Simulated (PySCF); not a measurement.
trans-[OsO2Cl4]2- (charge -2 and singlet state).
Bonds: Os1–O2, Os1–O3, Os1–Cl4, Os1–Cl5, Os1–Cl6, Os1–Cl7.

A GFN2-xTB structure was refined with PBE0-D3(BJ)/def2-SVP geometry optimisation, gas phase, def2 core potentials past Kr in PySCF. Its GFN2-xTB values:

```csv
coordinate,GFN2-xTB
Os1–O2,1.608 Å
Os1–Cl4,2.366 Å
O2–Os1–O3,179.9°
O2–Os1–Cl4,89.9°
Cl4–Os1–Cl5,179.8°
Cl4–Os1–Cl6,90.2°
```

Question: How do these coordinates change at the PBE0-D3(BJ)/def2-SVP level?

Answer: 
```json
{"coordinate": "Os1–O2", "PBE0-D3(BJ)/def2-SVP (Å or °)": "1.728", "change": "+0.120"}
{"coordinate": "Os1–Cl4", "PBE0-D3(BJ)/def2-SVP (Å or °)": "2.437", "change": "+0.071"}
{"coordinate": "Cl4–Os1–Cl6", "PBE0-D3(BJ)/def2-SVP (Å or °)": "89.9", "change": "-0.3"}
{"coordinate": "Cl4–Os1–Cl5", "PBE0-D3(BJ)/def2-SVP (Å or °)": "180.0", "change": "+0.2"}
{"coordinate": "O2–Os1–Cl4", "PBE0-D3(BJ)/def2-SVP (Å or °)": "90.0", "change": "+0.1"}
{"coordinate": "O2–Os1–O3", "PBE0-D3(BJ)/def2-SVP (Å or °)": "180.0", "change": "+0.1"}
```

The energy falls by 28.4 kcal/mol over 8 energy and gradient evaluations, the largest force component goes from 0.1968 to 1.1e-04 Eh/bohr, and the atoms move by 0.084 Å rms after alignment. Among the bonds, Os1–O2 and Os1–O3 change most and about equally (+0.120 Å). Bonds longer at the end by more than 0.005 Å: 6 of 6; shorter: 0. Rotational constants go from 1067, 1065, 645.7 to 991.1, 987.8, 608.6 MHz.

The run used 132 basis functions and 68 SCF cycles in all.

No PBE0-D3(BJ)/def2-SVP frequencies stand behind this structure, so it isn't proved a minimum. Whether so highly charged an anion holds all its electrons in the gas phase wasn't checked; a finite basis holds them in any case. No counter-ion or solvent screens the charge of this multiply charged ion. The geometry's basis has no diffuse functions, a weakness for an anion.
